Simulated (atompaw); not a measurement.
# Before and after: PAW (atompaw) potential for silver (Ag)

Ag, PAW, made with atompaw 4.2.0.5 (PBE, scalar-relativistic). Core [Ar] 3d10, reference 4s2 4p6 4d10 5s1 5p0. Waves: 4s (bound): rc 1.05 bohr; 5s (bound): rc 2.00 bohr; 4p (bound): rc 1.35 bohr; 5p (bound, empty): rc 1.70 bohr; 4d (bound): rc 2.00 bohr; 4d channel at -0.25 Ry: rc 2.00 bohr. Local part: bessel scheme, radius 1.50 bohr. Core correction: smooth core density matched at 1.75 bohr. Augmentation charge: gaussian compensation charge, radius 1.65 bohr; PAW radius 2.00 bohr; waves and projectors: custom rrkj vanderbiltortho.

Change: reference 4s2 4p6 4d10 5s0 5p0.

Cutoffs: the cutoffs (Ry, on a coarse ladder) from which the occupation-weighted sum of valence levels, in a spherical-Bessel basis at the reference potential, stays within 10 and 1 mRy of its value at 400 Ry; they do not see the model core or the augmentation charge, which bear on the density cutoff.

Problem. What does the change do?

Solution. The potential gets neither clearly harder nor softer (50 Ry and 110 Ry → 50 Ry and 110 Ry); neither file shows a bound ghost.

| quantity | base | changed |
| --- | --- | --- |
| cutoff, loose | 50 Ry | 50 Ry |
| cutoff, tight | 110 Ry | 110 Ry |
| bound ghosts | none | none |
| s: phases at 2.02 bohr within 0.05 rad from the reference energy up to (Ry; the scan ends near 5) | to the end of the scan | 4.9 |
| p: phases at 2.02 bohr within 0.05 rad from the reference energy up to (Ry; the scan ends near 5) | to the end of the scan | to the end of the scan |
| d: phases at 2.02 bohr within 0.05 rad from the reference energy up to (Ry; the scan ends near 5) | 4.4 | to the end of the scan |
| lowest overlap eigenvalue by channel | s 0.43, p 0.08, d 1.00 | s 0.43, p 0.08, d 0.69 |

 The cutoffs see the waves, projectors and local potential, not the compensation charge or the core.
